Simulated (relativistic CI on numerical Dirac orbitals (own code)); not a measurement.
**Ag3+ (4d8) in a crystal field**

Calculated by Dirac-Coulomb-Breit CI, KLI orbitals optimised for each configuration, QED by a radiative potential, valence Slater integrals scaled by 0.8, one configuration in a parametric crystal field (own radial code).

Field parameters in Wybourne normalisation: D3d B²₀ = −7Dσ, B⁴₀ = −14Dq − 21Dτ, B⁴₃ = −14√(10/7) Dq; D4h B²₀ = −7Ds, B⁴₀ = 21(Dq − Dt), B⁴₄ = 21√(5/14) Dq; Oh B⁴₀ = 21Dq, B⁴₄ = √(5/14) B⁴₀; Td as Oh with Dq negative (B⁴₀ = 21Dq, B⁴₄ = √(5/14) B⁴₀). The field is a parameter set, without covalency.

S is read from ⟨S²⟩ = S(S + 1).

Powder χT (cm³ K mol⁻¹) by Van Vleck's formula, with temperature-independent terms:

```tsv
Field	2 K	5 K	10 K	20 K	50 K	100 K	200 K	300 K
D3d, 10Dq = 42850, Dσ = 570, Dτ = 120 cm⁻¹	1.12	1.17	1.17	1.18	1.18	1.18	1.19	1.19
D4h, 10Dq = 24350, Ds = 2960, Dt = 780 cm⁻¹	0.114	0.286	0.57	1	1.34	1.4	1.43	1.44
D4h, 10Dq = 30500, Ds = 2730, Dt = -460 cm⁻¹	0.878	1.09	1.19	1.22	1.23	1.24	1.24	1.25
D4h, 10Dq = 41300, Ds = -230, Dt = -270 cm⁻¹	1.1	1.16	1.18	1.18	1.18	1.18	1.19	1.19
Oh, 10Dq = 13950 cm⁻¹	1.52	1.52	1.52	1.53	1.53	1.54	1.55	1.57
Oh, 10Dq = 16800 cm⁻¹	1.44	1.44	1.44	1.44	1.45	1.45	1.46	1.48
Td, 10Dq = -9000 cm⁻¹	0.00936	0.0234	0.0468	0.0936	0.234	0.468	0.935	1.38
Td, 10Dq = -9850 cm⁻¹	0.00901	0.0225	0.045	0.0901	0.225	0.45	0.9	1.33
```

**Question.** For D4h, 10Dq = 30500, Ds = 2730, Dt = -460 cm⁻¹: what effective moment follows at 300 K?

**Answer.** μ_eff = √(8χT) = 3.16 μB. The ground level has S = 1.00; the spin-only moment for S = 1 is 2.83 μB. The difference comes from the orbital moment, spin-orbit mixing of terms and temperature-independent paramagnetism, all larger in this ionic model than in covalent complexes.
